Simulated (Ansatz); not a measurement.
`C[CH2][Ge]([Cl])([Cl])[Cl]`, one more setting.

```yaml
crystal:
  periodic: [false, false, false]
  atoms:
    - {symbol: C, position_ang: [0.109431, -1.115502, 0.993101]}
    - {symbol: C, position_ang: [0.620891, -0.426375, -0.261601]}
    - {symbol: Ge, position_ang: [-0.397402, 1.159796, -0.711444]}
    - {symbol: Cl, position_ang: [-2.457295, 0.689335, -1.046439]}
    - {symbol: Cl, position_ang: [0.344600, 2.104405, -2.478193]}
    - {symbol: Cl, position_ang: [-0.325891, 2.599012, 0.869853]}
    - {symbol: H, position_ang: [0.710974, -2.000540, 1.211518]}
    - {symbol: H, position_ang: [-0.927307, -1.437469, 0.877940]}
    - {symbol: H, position_ang: [0.160942, -0.455338, 1.861044]}
    - {symbol: H, position_ang: [0.568356, -1.076512, -1.138447]}
    - {symbol: H, position_ang: [1.657900, -0.097811, -0.156631]}
basis:
  gaussian: {orbitals: def2-mTZVPP}
total_charge: 1
magnetization: {spin_polarized: true, initial_magnetization: 1}
hamiltonian: {xc: {name: LC-wPBE}, pseudopotentials: {relativity: none}}
output: {forces: true}
```

```sh
$ ansatz run in.yaml --threads 4 --pin off --events-out ev --progress --plain --max-ram 11315MiB
```

Shortened log:

```
Functional definition: LC-wPBE
1787 factors; their error is unknown
566 factors; integrals over basis functions are off by at most 2.0e-5 eV
mean field evaluation 1: about -96212.9702 eV, gradient 3.2e1 eV
mean field evaluation 2: about -96214.7944 eV, gradient 2.9e1 eV
mean field evaluation 4: about -96217.0508 eV, gradient 1.1e0 eV
mean field evaluation 8: about -96217.0876 eV, gradient 1.6e-1 eV
mean field evaluation 16: about -96217.0565 eV, gradient 1.0e-2 eV
mean field -96217.05656076 eV, -3535.9116103445 hartree, gradient 3.9e-5 eV, S^2 0.762966; 6 other end points of the search recorded, 0 dependent functions left out
reference -96217.05656076 eV, -3535.9116103447 hartree; 50, 49 occupied and 130, 131 virtual orbitals, 1787 factors
Total energy: -96217.05656076 eV, -3535.9116103447 hartree
Atom 0 at     0.109431    -1.115502     0.993101 Å, force    -1.008638     1.619077    -0.502776 eV/Å
Atom 1 at     0.620891    -0.426375    -0.261601 Å, force     1.860504    -3.624411     1.549846 eV/Å
Atom 2 at    -0.397402     1.159796    -0.711444 Å, force    -2.242394     3.456441    -0.951279 eV/Å
Atom 3 at    -2.457295     0.689335    -1.046439 Å, force     1.069944    -0.204307     0.215305 eV/Å
Atom 4 at     0.344600     2.104405    -2.478193 Å, force    -0.029517    -0.782550     0.812749 eV/Å
Atom 5 at    -0.325891     2.599012     0.869853 Å, force     0.241847    -0.945083    -0.529232 eV/Å
Atom 6 at     0.710974    -2.000540     1.211518 Å, force     0.424401    -0.207744    -0.260695 eV/Å
Atom 7 at    -0.927307    -1.437469     0.877940 Å, force     0.070690    -0.233387     0.021326 eV/Å
Atom 8 at     0.160942    -0.455338     1.861044 Å, force     0.163564    -0.151846     0.105522 eV/Å
Atom 9 at     0.568356    -1.076512    -1.138447 Å, force    -0.490562     0.343426    -0.424572 eV/Å
Atom 10 at     1.657900    -0.097811    -0.156631 Å, force    -0.059839     0.730383    -0.036194 eV/Å
Dipole moment:     0.564164    -0.981489     0.351198 e Å
```

Hardware: 4 threads of an Arm Neoverse V2 on a shared host. Wall time 14 s, peak host memory 0.68 GiB.
